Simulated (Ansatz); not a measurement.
Isolated molecules relaxed with PBE0-D4/def2-TZVP in Ansatz; ΔE leaves out vibrations. CBS: MP2 limit from def2 TZ/QZ plus the TZ coupled-cluster correction, frozen cores. Functionals use def2-TZVPP. B3LYP here is the variant with VWN-RPA as its local correlation; programs differ in this. For Ge outer-core shells are correlated without core-valence functions, which leaves a few kJ/mol of doubt a bond. Scalar relativity is left out up to krypton. One conformer a species, not always the lowest.

Consider the cleavage of the Ge–Si bond: `[GeH3][SiH2][GeH2][SiH2][GeH2][GeH3]` + `BC(=C)O` → `BC(=C)[O][GeH3]` + `[SiH3][GeH2][SiH2][GeH2][GeH3]`.

| level | ΔE (kJ/mol) | difference from CCSD(T)/CBS |
| --- | --- | --- |
| PBE-D4 | 23.6 | 13.9 |
| r2SCAN-D4 | 12.7 | 3.0 |
| PBE0-D4 | 21.8 | 12.1 |
| B3LYP-D4 | 8.3 | -1.4 |
| ωB97X-V | 5.5 | -4.2 |
| ωB97M-V | 7.8 | -1.9 |
| PBE | 19.7 | 10.0 |
| r2SCAN | 11.3 | 1.6 |
| B3LYP | 2.1 | -7.6 |
| MP2/def2-TZVPP | 3.5 | -6.2 |
| SCS-MP2/def2-TZVPP | -4.1 | -13.8 |
| CCSD(T)/def2-TZVPP | 6.2 | -3.5 |
| HF/def2-QZVPP | -18.8 | -28.5 |
| MP2/def2-QZVPP | 4.9 | -4.8 |
| MP2/CBS(def2) | 7.0 | -2.7 |
| CCSD/CBS(def2) | 8.0 | -1.7 |
| CCSD(T)/CBS | 9.7 | 0 |

Largest T1 diagnostic among the species: 0.013.

The D4 term adds +6.2 kJ/mol with B3LYP and +4.0 kJ/mol with PBE0; it sums over pairs of atoms, weighted by their polarisabilities, and B3LYP, whose exchange is more repulsive, gets the larger term. In def2-TZVPP, CCSD(T) changes the Hartree–Fock value by +23.1 kJ/mol (the triples alone add +1.7 kJ/mol) and MP2 by +20.4 kJ/mol.
